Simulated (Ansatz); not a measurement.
Born–Oppenheimer molecular dynamics of BClH3NO (7 atoms, charge 0, multiplicity 1). It starts from a relaxed structure.

Method: RKS B3LYP/def2-SVP (Ansatz 0.2.0).

```
ensemble        : NVT, Nosé–Hoover chain
time step       : 0.5 fs
steps asked     : 100
set temperature : 2000 K
thermostat      : time constant 100 fs, chain length 3 (defaults)
seed            : 547960
```

First frame:

```xyz
7
Properties=species:S:1:pos:R:3
B 0.060 -0.104 -0.106
Cl -0.135 0.526 1.574
N 1.301 0.015 -0.740
H 1.451 -0.326 -1.682
H 2.107 0.441 -0.304
O -0.995 -0.688 -0.739
H -1.795 -0.711 -0.201
```

How far do the bonds stretch over the last three quarters of this one trajectory? (Pairs bonded in most of those frames.)


| bond | mean (Å) | spread (Å) | shortest | longest |
| --- | --- | --- | --- | --- |
| B1–Cl2 | 1.842 | 0.047 | 1.74 | 1.88 |
| B1–N3 | 1.421 | 0.051 | 1.34 | 1.51 |
| B1–O6 | 1.361 | 0.047 | 1.28 | 1.46 |
| N3–H4 | 1.021 | 0.040 | 0.96 | 1.08 |
| N3–H5 | 1.021 | 0.049 | 0.95 | 1.09 |
| O6–H7 | 0.977 | 0.045 | 0.90 | 1.05 |

Mean temperature of the second half: 941 K. The conserved energy stayed within 1.3 meV per atom of its start (net change 1 meV per atom), so the integration is sound. The mean temperature of the second half is 53 % below the set value. A run of 0.05 ps of so small a system gives no equilibrium averages.

Time of the run: 4.2 min on 1 thread of Arm Neoverse V1 (shared host), peak memory 0.13 GiB.
